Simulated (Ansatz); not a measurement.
Stepwise reaction of `[SH][GaH][SH]` with water, as a gas-phase model of exchange steps in deposition or etching. ΔE in kJ/mol; ΔG adds harmonic PBE0-D4 terms to CCSD(T)/CBS, at 1 bar.

Computed with Ansatz on PBE0-D4/def2-TZVP structures; ΔE is electronic, products minus reactants. CCSD(T)/CBS is the MP2 limit (def2-TZVPP, def2-QZVPP) plus CCSD(T) − MP2 in def2-TZVPP, frozen cores. This one scheme is used for every species. DFT in def2-TZVPP. B3LYP here is the variant with VWN-RPA as its local correlation; programs differ in this. For Ga outer-core shells are correlated without core-valence functions, which leaves a few kJ/mol of doubt a bond. Scalar relativity is left out up to krypton. Each species was taken in one conformer, which may not be the lowest.

```json
{"step": "2", "reaction": "`[OH][GaH][SH]` + H₂O → `[OH][GaH][OH]` + H₂S", "PBE-D4": "34.8", "B3LYP-D4": "29.5", "ωB97M-V": "29.8", "CCSD(T)/CBS": "32.2", "ΔG(400 K)": "24.8"}
```

Question: Give the row of step 1, `[SH][GaH][SH]` + H₂O → `[OH][GaH][SH]` + H₂S. (Best estimate.)

Answer: The calculation gave: 
```tsv
step	reaction	PBE-D4	B3LYP-D4	ωB97M-V	CCSD(T)/CBS	ΔG(400 K)
1	`[SH][GaH][SH]` + H₂O → `[OH][GaH][SH]` + H₂S	36.6	32.1	31.5	35.2	25.1
```

Question: By hand: ΔE of the 2 steps together at CCSD(T)/CBS.

Answer: (35.2) + (32.2) = 67.4 kJ/mol, or 33.7 kJ/mol a step.

In ΔE the steps differ by no more than 3.0 kJ/mol. All are uphill at CCSD(T)/CBS. ΔG lies between 24.8 and 25.1 kJ/mol a step. PBE-D4 differs from CCSD(T)/CBS by 1.4 to 2.6 kJ/mol a step. Isolated molecules leave out the surface, adducts and barriers. Largest T1 diagnostic: 0.015.
